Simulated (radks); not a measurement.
Values are calculated unless marked as measured or tabulated.
Valence configurations of S2+ (all share [Ne]). Level of theory: non-relativistic Kohn-Sham, PBE, spin-polarised, spherical densities, point nucleus; open shells are filled with parallel spins first (a radial shooting solver on a logarithmic mesh with Libxc functionals). Energies are relative to 3s2 3p2; eigenvalues in eV for spin up.

valence      E (eV)  moment (Bohr magnetons)    e(3p)    e(3s)
3s2 3p2       0.000                        2  -29.014  -40.335
3s1.5 3p2.5   3.924                        3  -29.648  -41.044
3s1 3p3       7.142                        4  -30.184  -41.661
3s0.5 3p3.5  15.267                        3  -30.191  -41.650
3p4          22.653                        2  -30.090        -

NIST lists [Ne] 3s2 3p2 as the ground configuration; this level of theory agrees among the configurations tried. The energies are those of spherical high-spin densities, not of single terms.
